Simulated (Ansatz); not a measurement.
`F[SiH](Cl)C#C[SiH2]Cl` + CH₄ → `CC#C[SiH2]Cl` + `F[SiH2]Cl`  (formal exchange of groups at a C–Si bond)

Isolated molecules relaxed with PBE0-D4/def2-TZVP in Ansatz; ΔE leaves out vibrations. CCSD(T)/CBS is the MP2 limit (def2-TZVPP, def2-QZVPP) plus CCSD(T) − MP2 in def2-TZVPP, frozen cores. This one scheme is used for every species. Functionals use def2-TZVPP. B3LYP here is the variant with VWN-RPA as its local correlation; programs differ in this.

| level | ΔE (kJ/mol) |
| --- | --- |
| B3LYP-D4 | 55.9 |
| r2SCAN | 55.0 |

What does CCSD(T)/CBS give? (Best estimate.)

The calculation gave: +59.0 kJ/mol. The listed levels differ from it by -3.1, -4.0 kJ/mol.

Largest T1 diagnostic among the species: 0.011.

The D4 term adds +5.3 kJ/mol with B3LYP and +3.1 kJ/mol with PBE0; it sums over pairs of atoms, weighted by their polarisabilities, and B3LYP, whose exchange is more repulsive, gets the larger term. In def2-TZVPP, CCSD(T) changes the Hartree–Fock value by +10.6 kJ/mol (the triples alone add +2.3 kJ/mol) and MP2 by +12.7 kJ/mol.
